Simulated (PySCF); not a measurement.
CH8SeSi2.
Geometry (PBE0-D3(BJ)/def2-SVP, Å), atoms numbered from 1 in this order:
```
atom  x, y, z in Å
C1    -1.745    0.559    0.281
Si2   -0.872   -1.028   -0.197
Se3    1.027   -0.646   -1.429
Si4    2.209    0.362    0.242
H5    -1.132    1.160    0.970
H6    -2.698    0.327    0.784
H7    -1.958    1.167   -0.611
H8    -0.511   -1.812    1.024
H9    -1.728   -1.866   -1.087
H10    3.565    0.636   -0.312
H11    1.579    1.648    0.668
H12    2.312   -0.533    1.434
```

Method used: PBE0-D3(BJ)/def2-SVP geometry optimisation, gas phase in PySCF.

Masses are those of the commonest isotopes; rigid-rotor values at the optimised geometry. The values belong to one conformer with, in the numbering `[CH3:1][SiH2:2][Se:3][SiH3:4]`, C1–Si2–Se3–Si4 67°.

Q: What are A, B and C (GHz)?

A: Ia = 150.22, Ib = 287.66, Ic = 386.65 u·Å²; 505379 MHz·u·Å²/I gives 3364, 1757 and 1307 MHz, that is A = 3.3642, B = 1.7569, C = 1.3071 GHz.

Q: What kind of rotor is it?

A: An asymmetric top: κ = (2 × 1757 − 3364 − 1307)/(3364 − 1307) = -0.56.

Q: What does the inertial defect say?

A: Not planar: Δ = Ic − Ia − Ib = -51.23 u·Å². For a rigid frame Δ = −2 Σ m c², so Σ m c² = 25.62 u·Å² lies off the ab plane: 10.54 from hydrogen and 15.07 from heavier atoms. The atom farthest from that plane is 1.89 Å away.

Q: Predict some low-J microwave lines.

A: The dipole components are |μa| = 1.02 D, |μb| = 1.28 D, |μc| = 0.15 D. Intensities carry the squares of the components, which stand as 0.64 : 1.00 : 0.01 (a : b : c). Some lines, for components of 0.1 D or more:

| type | branch | J(Ka,Kc) | MHz | lower level (cm⁻¹) |
| --- | --- | --- | --- | --- |
| a | Q | 1(1,0) ← 1(1,1) | 450 | 0.156 |
| c | Q | 2(1,2) ← 2(0,2) | 1239 | 0.304 |
| a | R | 1(0,1) ← 0(0,0) | 3064 | 0.000 |
| c | Q | 3(2,2) ← 3(1,2) | 4204 | 0.717 |
| b | R | 2(0,2) ← 1(1,1) | 4439 | 0.156 |
| b | Q | 3(2,1) ← 3(1,2) | 4597 | 0.717 |
| b | R | 1(1,1) ← 0(0,0) | 4671 | 0.000 |
| c | Q | 2(2,1) ← 2(1,1) | 4822 | 0.390 |
| b | R | 3(1,2) ← 2(2,1) | 4988 | 0.551 |
| b | Q | 2(2,1) ← 2(1,2) | 6171 | 0.345 |
| a | R | 2(1,1) ← 1(1,0) | 6578 | 0.171 |
| b | Q | 3(2,2) ← 3(1,3) | 6893 | 0.628 |
| b | R | 3(0,3) ← 2(1,2) | 7641 | 0.345 |
| c | R | 2(1,1) ← 1(0,1) | 8635 | 0.102 |
| b | Q | 3(3,0) ← 3(2,1) | 8825 | 0.871 |
| a | R | 3(0,3) ← 2(0,2) | 8881 | 0.304 |
| a | R | 3(2,2) ← 2(2,1) | 9192 | 0.551 |
| a | R | 3(2,1) ← 2(2,0) | 9503 | 0.554 |
| b | R | 3(1,3) ← 2(0,2) | 9709 | 0.304 |
| a | R | 3(1,2) ← 2(1,1) | 9810 | 0.390 |
| b | R | 2(2,1) ← 1(1,0) | 11400 | 0.171 |
| c | R | 2(2,0) ← 1(1,0) | 11481 | 0.171 |
| c | R | 2(2,1) ← 1(1,1) | 11849 | 0.156 |
| b | R | 2(2,0) ← 1(1,1) | 11931 | 0.156 |
| c | R | 3(2,1) ← 2(1,1) | 14407 | 0.390 |
| b | R | 3(2,1) ← 2(1,2) | 15756 | 0.345 |
| b | R | 3(3,1) ← 2(2,0) | 18318 | 0.554 |
| c | R | 3(3,0) ← 2(2,0) | 18328 | 0.554 |

Q: Estimate the classical rotational partition function at 25 K, 200 K and 500 K.

A: Point group C1, symmetry number σ = 1; q = (√π/σ)·√((kT/h)³/(ABC)), k/h = 20836.6 MHz/K: 7580 at 25 K, 172000 at 200 K, 678000 at 500 K.

PBE0-D3(BJ)/def2-SVP frequencies: not computed here. Constants of a rigid frame at the computed geometry: no zero-point averaging, no centrifugal distortion. A rigid rotor knows nothing of internal rotation, which can split or shift real lines.

On an Arm Neoverse V1 with one thread, shared host with 64 logical CPUs at a one-minute load of 22, this took 30 s of wall time and 0.52 GiB of memory at its peak. This is the geometry optimisation.
